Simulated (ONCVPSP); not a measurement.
u(r) = r·R(r): atom against pseudo-atom (P (Z = 15))

Columns: radius, all-electron u(r) and pseudo u(r) of the 3p shell (level -6.07 eV) of phosphorus in the configuration [Ne] 3s1 3p4; PBE, scalar-relativistic, ONCV scheme, ONCVPSP 4.0.1.

```tsv
r (bohr)	all-electron	pseudo
0.082	-0.1024	0.0036
0.165	-0.2323	0.0144
0.248	-0.2974	0.0324
0.330	-0.2963	0.0569
0.413	-0.2468	0.0882
0.495	-0.1685	0.1251
0.578	-0.0737	0.1677
0.660	0.0253	0.2143
0.742	0.1232	0.2641
0.825	0.2168	0.3166
0.908	0.3027	0.3696
0.990	0.3785	0.4212
1.072	0.4451	0.4706
1.155	0.5034	0.5171
1.238	0.5528	0.5592
1.320	0.5932	0.5956
1.402	0.6256	0.6262
1.485	0.6509	0.6510
1.568	0.6693	0.6693
1.650	0.6814	0.6814
1.733	0.6883	0.6883
1.815	0.6903	0.6903
1.898	0.6883	0.6882
1.980	0.6827	0.6827
2.062	0.6743	0.6743
2.145	0.6632	0.6632
```

(1) How many radial nodes do the two functions have?

(2) At about which radius was the pseudo-wave matched?

(3) Where does each function peak?

(4) Is the pseudo-wave norm-conserving?

Results:

(1) The all-electron 3p function has n − l − 1 = 1; the pseudo-wave has 0, since the states of the same l below it are removed with the core.

(2) 1.60 bohr. The columns agree to 0.0005 from 1.49 bohr on; several derivatives are matched, so the curves merge somewhat inside the radius.

(3) Outermost all-electron maximum near 1.81 bohr, pseudo maximum near 1.81 bohr (to the table’s step).

(4) Yes: the ONCV scheme keeps the norm inside the radius equal to the all-electron one, which fixes the energy derivative of the logarithmic derivative at the level.
